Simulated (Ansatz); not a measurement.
Single points on InH₂Br.

```yaml
crystal:
  periodic: [false, false, false]
  atoms:
    - {symbol: In, position_ang: [0.152231, 0.254470, -0.001524]}
    - {symbol: H, position_ang: [1.836177, 0.005744, 0.011966]}
    - {symbol: H, position_ang: [-0.863690, 1.620200, -0.021236]}
    - {symbol: Br, position_ang: [-1.124718, -1.880405, 0.010794]}
basis:
  gaussian: {orbitals: def2-TZVP, initial_orbitals: start.molden}
hamiltonian: {xc: {name: wB97X-V}}
scf: {omitted_lower_state_checks: [starts]}
output: {orbitals: {seedname: orbitals}}
```

The file start.molden holds the orbitals of an earlier run on this structure, at another level or in another basis.

```sh
$ ansatz run in.yaml --threads 4 --pin off --events-out ev --progress --plain --max-ram 3916MiB
```

Output, abridged:

```
Functional definition: wB97X-V
953 factors; their error is unknown
177 factors; integrals over basis functions are off by at most 4.9e-5 eV
mean field evaluation 1: about -75246.4328 eV, gradient 4.0e0 eV
mean field evaluation 2: about -75246.4765 eV, gradient 4.8e-2 eV
mean field evaluation 4: about -75246.7884 eV, gradient 1.4e-4 eV
mean field -75246.78837436 eV, -2765.2684686527 hartree, gradient 1.6e-5 eV, S^2 0.000000; 0 other end points of the search recorded, 0 dependent functions left out
reference -75246.78837227 eV, -2765.2684685759 hartree; 29, 29 occupied and 81, 81 virtual orbitals, 953 factors
Total energy: -75246.78837227 eV, -2765.2684685759 hartree
Checks for a lower state left out: starts
```

Hardware: 4 threads of Arm Neoverse V2 on a shared host. Wall time 2.4 s.

First input, but with `hamiltonian: {xc: pbe, dispersion: d4}`, `output: {forces: true, orbitals: {seedname: orbitals}}` (abridged; 0.75 s):

```
Functional definition: PBE
mean field -75243.07898002 eV, -2765.1321509251 hartree, gradient 1.7e-5 eV, S^2 0.000000
Total energy: -75243.14326565 eV, -2765.1345133785 hartree
Atom 0 force     0.032523     0.054399    -0.000057 eV/Å
Atom 1 force     0.186131    -0.029864     0.001402 eV/Å
Atom 2 force    -0.114354     0.150003    -0.002295 eV/Å
Atom 3 force    -0.104300    -0.174538     0.000949 eV/Å
Dipole moment:     0.275029     0.459772    -0.002693 e Å
Checks for a lower state left out: starts
```

The first input with `hamiltonian: {xc: pbe}`, `correlation: {method: rpa}` and without the key `output` (abridged; 1.2 s):

```
Functional definition: PBE
mean field -75243.07896424 eV, -2765.1321503450 hartree, gradient 6.0e-6 eV, S^2 0.000000
13 core orbitals not correlated: weight in the atoms' cores, before any rotation towards them, 1.000 or more for the frozen orbitals, at most 0.000 for the correlated occupied ones
Total energy: -75201.96333006 eV, -2763.6211786582 hartree
Checks for a lower state left out: starts
```

The first input with `hamiltonian: {xc: pbe0, dispersion: d4}` and without the key `scf` (abridged; 1.1 s):

```
Functional definition: PBE0
mean field evaluation 16: about -75245.5901 eV, gradient 1.0e-1 eV
mean field -75245.59010516 eV, -2765.2244330718 hartree, gradient 7.7e-6 eV, S^2 0.000000; 1 other end points of the search recorded, 0 dependent functions left out
Total energy: -75245.64490039 eV, -2765.2264467595 hartree
```

First input, but with `hamiltonian: {xc: {name: BLYP}, dispersion: d4}` (abridged; 0.75 s):

```
Functional definition: BLYP
mean field -75253.08902929 eV, -2765.5000134507 hartree, gradient 1.1e-5 eV, S^2 0.000000
Total energy: -75253.22231486 eV, -2765.5049116049 hartree
Checks for a lower state left out: starts
```

First input, but with `hamiltonian: {xc: r2scan, dispersion: d4}` (abridged; 1.4 s):

```
Functional definition: r2SCAN
mean field -75255.25026827 eV, -2765.5794375183 hartree, gradient 6.9e-6 eV, S^2 0.000000
Total energy: -75255.26351383 eV, -2765.5799242834 hartree
Checks for a lower state left out: starts
```

First input, but with `gaussian: {orbitals: def2-SVP, initial_orbitals: start.molden}`, `hamiltonian: {xc: pbe, dispersion: d4}` (abridged; 0.4 s):

```
Functional definition: PBE
mean field -75234.24026380 eV, -2764.8073340949 hartree, gradient 1.8e-5 eV, S^2 0.000000
Total energy: -75234.30454343 eV, -2764.8096963277 hartree
Checks for a lower state left out: starts
```

Geometry: r2SCAN-D4/def2-TZVP.

In the def2 sets In takes a core potential; there is no spin–orbit coupling. Correlated methods freeze 13 core orbitals; core or outer-core shells of In, Br are correlated, in sets that lack core-valence functions.
